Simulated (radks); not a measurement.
Spin polarisation of the 4d4 shell in the technetium ion Tc3+. Start: [Kr] 4d(up 2, down 2); electrons of 4d are moved from spin down to spin up, other shells keep equal spins. Method: non-relativistic Kohn-Sham, LDA (Slater exchange, Perdew-Wang correlation), spin-polarised, spherical densities, point nucleus; computed with a radial shooting solver on a logarithmic mesh with Libxc functionals.

moment (Bohr magnetons)  E - E(0) (eV)  e(4d up) (eV)  e(4d down) (eV)  4p down minus up (eV)  4s down minus up (eV)
0                                0.000        -35.795          -35.795                  0.000                  0.000
1                               -0.179        -36.135          -35.417                  0.725                  0.704
2                               -0.719        -36.439          -34.995                  1.454                  1.411
3                               -1.625        -36.710          -34.526                  2.192                  2.124
4                               -2.906        -36.947          -34.002                  2.942                  2.847

At moment 4 the spin-polarisation energy is -2.906 eV and the 4d exchange splitting 2.944 eV, that is 0.736 eV per Bohr magneton; E = -I m^2/4 would give I = 0.727 eV.
